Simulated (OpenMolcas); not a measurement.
## Ionisation energies of mercury

```
Program             : OpenMolcas 26.06
Basis               : ANO-R3 [8s7p6d3f2g1h]
Scalar Hamiltonian  : X2C, finite nucleus
Spin-orbit coupling : RASSI with atomic mean-field integrals over the reference wave functions, term energies averaged over their components
```

Active shells in each charge state: the valence s, p shells, with orbitals averaged over the low states. Where CASPT2's correlated closed shells are named, they are those of the first ion.

A. CASSCF
B. SS-CASPT2, IPEA 0.25 Eh, imaginary shift 0.1 Eh (closed shells correlated: 5d)
C. SS-CASPT2, IPEA 0.25 Eh, imaginary shift 0.1 Eh (closed shells correlated: 4f 5s 5p 5d)
D. SS-CASPT2, IPEA 0 Eh, imaginary shift 0.1 Eh (closed shells correlated: 5d)
E. SS-CASPT2, IPEA 0.25 Eh, imaginary shift 0.1 Eh (closed shells correlated: none)

Energies in eV between the lowest computed levels, named as in B; reference values from the NIST Atomic Spectra Database with their kind.

```json
{"From": "Hg 6s² ¹S₀", "To": "Hg+ 6s ²S_1/2", "A": "9.132", "B": "10.177", "C": "10.295", "D": "10.174", "E": "9.187", "Spin-orbit share in B": "+0.000", "Reference": "10.438 (measured)"}
{"From": "Hg+ 6s ²S_1/2", "To": "Hg2+ 5d¹⁰ ¹S₀", "A": "17.080", "B": "18.632", "C": "18.848", "D": "18.722", "E": "17.080", "Spin-orbit share in B": "+0.000", "Reference": "18.757 (measured)"}
```

Error against the reference values, in %:

| From | Reference | A | B | C | D | E |
| --- | --- | --- | --- | --- | --- | --- |
| Hg | measured | -12.5 | -2.5 | -1.4 | -2.5 | -12.0 |
| Hg+ | measured | -8.9 | -0.7 | +0.5 | -0.2 | -8.9 |

Mean absolute error over the 2 measured values: A 1.49 eV, B 0.19 eV, C 0.12 eV, D 0.15 eV, E 1.46 eV. C lies closest.
